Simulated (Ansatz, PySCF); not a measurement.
B(All)(F)(OH) (C3H6BFO), SMILES C=CCB(O)F. Atoms are numbered in the order given.

```xyz
12

B      0.5285     0.5480     0.6617
C      0.3293    -0.9448     0.1535
C     -0.9615    -1.1181    -0.5967
C     -1.1172    -0.9424    -1.9135
H      0.4023    -1.6362     1.0081
H      1.1930    -1.1652    -0.5006
H     -1.8493    -1.3463     0.0083
H     -0.2639    -0.7206    -2.5660
H     -2.0968    -1.0398    -2.3913
F      1.4051     0.8019     1.6383
O     -0.1265     1.6022     0.1304
H     -0.7316     1.3172    -0.5685
```

Geometry optimised at ωB97X-D3(BJ)/def2-SVP. The values are those of a single conformer.

Two levels are set side by side: PBE-D3(BJ)/def2-SVP (Ansatz, a first-principles code) and ωB97X-D3(BJ)/def2-SVP (PySCF). Each level has its own optimised geometry; the coordinates shown are those of the second. Frequencies come from the Hessian of PySCF at each geometry. Differences are taken from unrounded values.

```tsv
quantity	ωB97X-D3(BJ)	PBE-D3(BJ)	PBE-D3(BJ) minus ωB97X-D3(BJ)
mean bond length (Å)	1.235	1.241	0.007
bond B1–C2 (Å)	1.589	1.595	0.005
bond B1–F10 (Å)	1.337	1.342	0.005
bond B1–O11 (Å)	1.350	1.355	0.005
bond C2–C3 (Å)	1.503	1.500	-0.004
bond C3–C4 (Å)	1.337	1.349	0.012
bond C2–H5 (Å)	1.102	1.109	0.007
bond C2–H6 (Å)	1.106	1.114	0.009
bond C3–H7 (Å)	1.098	1.106	0.008
bond C4–H8 (Å)	1.097	1.104	0.007
bond C4–H9 (Å)	1.094	1.101	0.007
bond O11–H12 (Å)	0.967	0.981	0.014
highest harmonic wavenumber (cm⁻¹)	3849	3612	-237
mean harmonic wavenumber (cm⁻¹)	1369	1317	-52
zero-point energy (kcal/mol)	58.70	56.46	-2.23
```

GGA bonds tend to be longer and softer than those of functionals with exact exchange. Differences between two approximate levels are no errors against the true value.
